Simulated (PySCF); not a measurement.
Molfile (atoms numbered from 1):
```
C3H2F2OSi
     RDKit          3D

  9  8  0  0  0  0  0  0  0  0999 V2000
    2.2562    0.7234    0.2176 C   0  0  0  0  0  0  0  0  0  0  0  0
    1.3882   -0.0340   -0.1648 C   0  0  0  0  0  0  0  0  0  0  0  0
    0.2643   -0.8360   -0.5981 C   0  0  0  0  0  0  0  0  0  0  0  0
    0.3551   -1.9990   -0.9346 O   0  0  0  0  0  0  0  0  0  0  0  0
   -1.4747   -0.0260   -0.6337 Si  0  0  0  0  0  4  0  0  0  0  0  0
   -1.8497    0.4741    0.8518 F   0  0  0  0  0  0  0  0  0  0  0  0
   -1.4405    1.2801   -1.5777 F   0  0  0  0  0  0  0  0  0  0  0  0
    3.0411    1.3776    0.5547 H   0  0  0  0  0  0  0  0  0  0  0  0
   -2.4850   -0.9837   -1.1222 H   0  0  0  0  0  0  0  0  0  0  0  0
  1  2  3  0
  2  3  1  0
  3  4  2  0
  3  5  1  0
  5  6  1  0
  5  7  1  0
  1  8  1  0
  5  9  1  0
M  END
```

Geometry: PBE0-D3(BJ)/def2-SVP; GIAO shifts from PySCF, gas phase, non-relativistic, averaged over equivalent atoms.

At PBE0/pcSseg-0 (71 basis functions, 6.2 s wall time on 1 thread of an Arm Neoverse V1, shared host):
```csv
atoms,δ (ppm)
C3,224.8
C1,107.6
C2,88.8
O4,1023.9
Si5,-28.9
F6/F7,-181.8
H9,5.77
H8,4.33
```

Shifts are taken against calculated references (same method and geometry level): TMS for $^{13}$C (σ = 193.52 ppm), $^{29}$Si (σ = 348.52 ppm), $^{1}$H (σ = 32.83 ppm); $^{17}$O (σ = 337.86 ppm) vs H2O; $^{19}$F (σ = 178.37 ppm) against CFCl3.

Question: Estimate the result of repeating the calculation with PBE0/6-31G*.

Answer: 
| atoms | δ at PBE0/6-31G* | change |
| --- | --- | --- |
| C3 | 200.7 | -24.1 |
| C1 | 90.4 | -17.2 |
| C2 | 75.0 | -13.8 |
| O4 | 809.1 | -214.8 |
| Si5 | -31.3 | -2.4 |
| F6/F7 | -135.1 | +46.7 |
| H9 | 4.97 | -0.80 |
| H8 | 3.89 | -0.44 |

Chemical shifts δ = σref − σ; $^{13}$C (194.14 ppm), $^{29}$Si (418.09 ppm), $^{1}$H (31.96 ppm) vs TMS; $^{17}$O (324.18 ppm) vs H2O; CFCl3 for $^{19}$F (198.90 ppm), all at this level.

The largest change is at O4 (carbonyl oxygen). Cost: 106 basis functions, 10 s wall time on 1 thread of an Arm Neoverse V1, shared host. The order of the carbon signals is the same at both levels.

Unscaled 19F shifts against computed CFCl3 carry errors that often reach 10 to 50 ppm. Unscaled 17O shifts of doubly bonded oxygen tend to come out too high, by tens of ppm or more. Experimental scales use liquid or dissolved standards, which lie at an offset from isolated H2O (liquid H2O: subtract about 36 ppm).
